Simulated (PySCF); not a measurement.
Excitations are Tamm–Dancoff values on a coarser integration grid. The basis has no diffuse functions, so Rydberg states are missing or too high.

Z-matrix (Å, degrees):
```
Al
S 1 2.1836
H 2 1.3449 1 93.85
S 1 2.1864 2 116.66 3 -0.73
H 4 1.3441 1 93.27 2 -178.95
Si 1 2.4417 2 120.77 3 178.61
H 6 1.4885 1 111.65 2 36.92
H 6 1.4898 7 108.05 1 121.53
H 6 1.4898 7 108.37 8 116.54
```
Charge 0, multiplicity 1.

Q: What is the computed T1 excitation (TDA), LUMO and brightest of the four lowest singlets (TDA) (M06-2X/def2-TZVP // PBE0-D3(BJ)/def2-TZVP in PySCF)?

A: 
The T1 excitation (TDA) is 4.54 eV, the LUMO is -0.81 eV and the brightest of the four lowest singlets (TDA) comes out as 5.55 eV.
